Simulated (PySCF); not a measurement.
I$_{4}$Ta (SMILES [I][Ta]([I])([I])[I]), doublet, at a GFN2-xTB geometry (such geometries of metal compounds can be far from the true shape) (the multiplicity is a formal guess) (core potentials on I, Ta). Base run: PySCF with HF/def2-SV(P).

PySCF was given this input:
```python
from pyscf import gto, scf

mol = gto.M(
    atom='''
Ta    0.00000000    0.00000000   -0.00000000
I     2.14803797   -0.62112321   -1.53592236
I     0.80329252    0.39491315    2.56079741
I    -1.16152379    2.26305335   -0.94253416
I    -1.78980670   -2.03684329   -0.08234089
''',
    basis='def2-sv(p)',
    ecp={'I': 'def2-sv(p)', 'Ta': 'def2-sv(p)'},
    spin=1,
    verbose=4,
)

mf = scf.UHF(mol)
mf.kernel()
mf.analyze()
```

The base run was repeated with changes; each row names its change, and settings that it needs were set with it.

| change | ΔE vs base (mEh) | fitting functions | outcome |
|---|---|---|---|
| base | 0.000 | - | converged |
| auxbasis = cc-pvtz-ri | - | - | input refused |
| auxbasis = def2-universal-jkfit | 0.055 | 1099 | converged |
| auxbasis = cc-pvqz-jkfit | - | - | input refused |
| auxbasis = default (with mf = mf.density_fit()) | 0.055 | 1099 | converged |
| auxbasis = even-tempered beta=3.0 | -91.105 | 696 | converged |
| auxbasis = cc-pvdz-jkfit | - | - | input refused |
| exchange = seminumerical (SGX) (with mf = sgx.sgx_fit(mf, auxbasis='def2-universal-jfit'); with mf.with_df.dfj = True) | -0.184 | 321 | converged |
| auxbasis = def2-tzvp-ri | - | - | input refused |
| auxbasis = even-tempered beta=1.6 | 0.188 | 1536 | converged |

A fitting set is made for a task (jfit for Coulomb, jkfit for Coulomb and exchange, ri for correlation) and for a family of orbital bases.

Open shells are given as the SCF converged; they aren't shown to be the lowest states, and a large step between rows can be another state.

- auxbasis = cc-pvtz-ri: ended with `pyscf.lib.exceptions.BasisNotFoundError: Basis set not found for Ta in cc-pvtz-ri`
- auxbasis = cc-pvqz-jkfit: ended with `pyscf.lib.exceptions.BasisNotFoundError: Basis set not found for Ta in cc-pvqz-jkfit`
- auxbasis = cc-pvdz-jkfit: ended with `pyscf.lib.exceptions.BasisNotFoundError: Basis set not found for Ta in cc-pvdz-jkfit`
